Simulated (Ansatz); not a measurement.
C$_{3}$H$_{2}$F$_{4}$ (`FC1(F)CC1(F)F`), relaxed with RKS PBE0-D4/def2-TZVP in the Gaussian-basis code of Ansatz from a PBE-D4/def2-SVP geometry. The force threshold is 0.005 eV/Å; the program also tests the step.

Charge 0, multiplicity 1.

Start:

```xyz
9

F    -1.263   -0.827    1.245
C    -0.129   -0.251    0.802
F     0.763   -0.101    1.799
C     0.375   -0.597   -0.587
C    -0.199    0.775   -0.287
F    -1.395    1.108   -0.809
F     0.631    1.835   -0.254
H     1.466   -0.664   -0.720
H    -0.247   -1.278   -1.189
```

(1) How much energy does the relaxation release, and in how many steps? (Estimate.)

(2) Which bonds change most? (Estimate.)

(3) Give the relaxed structure. (An estimate is asked.)

Answers

(1) Ansatz gave: 4.17 kJ/mol, in 4 steps.

(2) The calculation gave: C4–H9 from 1.102 to 1.083 Å; C4–H8 from 1.102 to 1.083 Å; C2–C5 from 1.498 to 1.481 Å; C4–C5 from 1.517 to 1.502 Å.

(3) Ansatz gave: 
```xyz
9

F    -1.248   -0.818    1.235
C    -0.127   -0.250    0.792
F     0.752   -0.101    1.782
C     0.372   -0.593   -0.583
C    -0.196    0.765   -0.285
F    -1.379    1.100   -0.800
F     0.621    1.817   -0.253
H     1.445   -0.658   -0.713
H    -0.240   -1.262   -1.175
```
